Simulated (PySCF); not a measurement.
**Ionisation energy of Sn(45+) by level of theory**

Sn(45+) [He] 2s2 2p1 (2P) → Sn(46+) [He] 2s2 (1S), as a difference of total energies. All numbers are calculated (PySCF 2.14, the non-relativistic Hamiltonian (point nucleus), in an even-tempered Gaussian basis (17 s from 20 bohr⁻², ratio 2.2; 10 p from 26 bohr⁻², ratio 2.2; 5 d from 99 bohr⁻², ratio 2.4; 5 f from 150 bohr⁻², ratio 2.4; 4 g from 220 bohr⁻², ratio 2.4)). Correlated levels: nothing frozen; virtual orbitals above 40 to 60 times the deepest correlated orbital energy dropped. The calculations carry no spin-orbit coupling.

```json
{"method": "UHF", "ionisation energy (eV)": "7489.7"}
{"method": "LDA", "ionisation energy (eV)": "7483.7"}
{"method": "PBE", "ionisation energy (eV)": "7490.8"}
{"method": "PBE0", "ionisation energy (eV)": "7490.7"}
{"method": "r2SCAN", "ionisation energy (eV)": "7492.7"}
{"method": "M06", "ionisation energy (eV)": "7489.9"}
{"method": "M06-2X", "ionisation energy (eV)": "7489.2"}
```

Q: Estimate what SCS-MP2 (all electrons) gives.

A: 7487.0 eV, closest to M06-2X among the rows shown.

Q: Estimate what MP2 (all electrons) gives.

A: 7487.6 eV, closest to M06-2X among the rows shown.

A first-order spin-orbit estimate (lowest level to lowest level, LS coupling) adds 142.4 eV.

The gap to the reference is mostly relativistic.

For comparison: 7790 ± 4 eV (theoretical estimate listed by NIST; NIST Atomic Spectra Database, ionization energies).
